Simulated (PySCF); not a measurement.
Species: C₆H₇BF (charge -1).
SMILES with atom numbers: `[CH3:1][b-:2]1[cH:3][cH:4][cH:5][cH:6][c:7]1[F:8]` (hydrogens: H9, H10, H11 on C1; H12 on C3; H13 on C4; H14 on C5; H15 on C6)

The calculation used PBE0-D3(BJ)/def2-SVP geometry optimisation, gas phase (PySCF 2.14.0).

**Question.** Give the optimised bond lengths and angles.

**Answer.** 
```json
{"bond": "C1–B2", "length (Å)": "1.607", "order": "single"}
{"bond": "B2–C3", "length (Å)": "1.512", "order": "aromatic"}
{"bond": "C3–C4", "length (Å)": "1.401", "order": "aromatic"}
{"bond": "C4–C5", "length (Å)": "1.399", "order": "aromatic"}
{"bond": "C5–C6", "length (Å)": "1.406", "order": "aromatic"}
{"bond": "C6–C7", "length (Å)": "1.387", "order": "aromatic"}
{"bond": "C7–F8", "length (Å)": "1.379", "order": "single"}
{"bond": "B2–C7", "length (Å)": "1.516", "order": "aromatic"}
{"bond": "C1–H9, C1–H10, C1–H11", "length (Å)": "1.106", "order": "single"}
{"bond": "C3–H12", "length (Å)": "1.102", "order": "single"}
{"bond": "C4–H13", "length (Å)": "1.101", "order": "single"}
{"bond": "C5–H14", "length (Å)": "1.096", "order": "single"}
{"bond": "C6–H15", "length (Å)": "1.098", "order": "single"}
```

Bonds in one row agree within 0.01 Å and their mean is given. Orders are formal, as drawn. A selection of angles:
```json
{"angle": "C1–B2–C3", "degrees": "125.1"}
{"angle": "C1–B2–C7", "degrees": "122.7"}
{"angle": "C3–B2–C7", "degrees": "112.2"}
{"angle": "B2–C3–C4", "degrees": "121.5"}
{"angle": "C3–C4–C5", "degrees": "122.1"}
{"angle": "C4–C5–C6", "degrees": "120.2"}
{"angle": "C5–C6–C7", "degrees": "121.1"}
{"angle": "C6–C7–F8", "degrees": "115.3"}
{"angle": "B2–C7–C6", "degrees": "122.9"}
{"angle": "B2–C7–F8", "degrees": "121.7"}
```

C6 (aromatic CH carbon) is planar (angles 121.1°, 120.3° and 118.6°, sum 360.0°, 0.00 Å off the plane of its three neighbours). The 6-membered ring B2–C3–C4–C5–C6–C7 has internal angles of 112.2° to 122.9° (sum 720°, against 720° for a flat polygon); it is planar, 0.00 Å rms from its mean plane, widest ring torsion 0°. C3 (aromatic CH carbon) is planar (angles 122.1°, 121.5° and 116.3°, sum 360.0°, 0.00 Å off the plane of its three neighbours). C4 (aromatic CH carbon) is planar (angles 122.1°, 120.2° and 117.7°, sum 360.0°, 0.00 Å off the plane of its three neighbours). B2 (three-coordinate boron) is planar (angles 125.1°, 122.7° and 112.2°, sum 360.0°, 0.00 Å off the plane of its three neighbours). C5 (aromatic CH carbon) is planar (angles 120.3°, 120.2° and 119.5°, sum 360.0°, 0.00 Å off the plane of its three neighbours). The 3 B–C bonds span 1.512 Å (B2–C3, aromatic) to 1.607 Å (C1–B2, drawn single), a spread of 0.095 Å.

Not checked by PBE0-D3(BJ)/def2-SVP frequencies. The geometry's basis has no diffuse functions, a weakness for an anion.

Hardware: one thread, Arm Neoverse N1 (aarch64), no GPU, shared host with 64 logical CPUs at a one-minute load of 43. Cost: 93 s of wall time, 0.58 GiB resident at most. That covers the optimisation of the geometry.
